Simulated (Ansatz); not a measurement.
Start from `[F][Ti]([F])([Cl])[Br]` and change one atom or group to get `[F][Ti]([F])([Cl])[I]`.

Ansatz, PBE0-D4/def2-TZVP geometries, multiplicity 1. 

Elements past krypton have def2 core potentials. Scalar relativity is left out up to krypton.

| property | `[F][Ti]([F])([Cl])[Br]` |
| --- | --- |
| LUMO energy (B3LYP/def2-TZVPP) / eV | -3.85 |
| LUMO energy (PBE0/def2-TZVPP) / eV | -3.61 |
| size of the dipole moment (ωB97M-V/def2-TZVPP) / D | 0.24 |
| HOMO energy (ωB97M-V/def2-TZVPP) / eV | -11.45 |
| ideal-gas entropy at 298 K and 1 bar (rigid rotor, harmonic PBE0-D4/def2-TZVP) / J/(mol·K) | 362 |
| LUMO energy (PBE/def2-TZVPP) / eV | -4.40 |

Give the same properties after the change, and the shifts. (Best estimate.)

Ansatz gave: 
```json
{"property": "LUMO energy (B3LYP/def2-TZVPP) / eV", "`[F][Ti]([F])([Cl])[I]`": "-3.84", "shift": "0.01"}
{"property": "LUMO energy (PBE0/def2-TZVPP) / eV", "`[F][Ti]([F])([Cl])[I]`": "-3.62", "shift": "-0.01"}
{"property": "size of the dipole moment (ωB97M-V/def2-TZVPP) / D", "`[F][Ti]([F])([Cl])[I]`": "0.38", "shift": "0.14"}
{"property": "HOMO energy (ωB97M-V/def2-TZVPP) / eV", "`[F][Ti]([F])([Cl])[I]`": "-10.49", "shift": "0.96"}
{"property": "ideal-gas entropy at 298 K and 1 bar (rigid rotor, harmonic PBE0-D4/def2-TZVP) / J/(mol·K)", "`[F][Ti]([F])([Cl])[I]`": "371", "shift": "9"}
{"property": "LUMO energy (PBE/def2-TZVPP) / eV", "`[F][Ti]([F])([Cl])[I]`": "-4.38", "shift": "0.02"}
```

Dipoles are sizes alone; their direction can turn.

B3LYP here is the variant with VWN-RPA as its local correlation; programs differ in this.

Spin–orbit coupling is left out; it splits and shifts lone-pair levels of the heavy atoms by tenths of an eV.
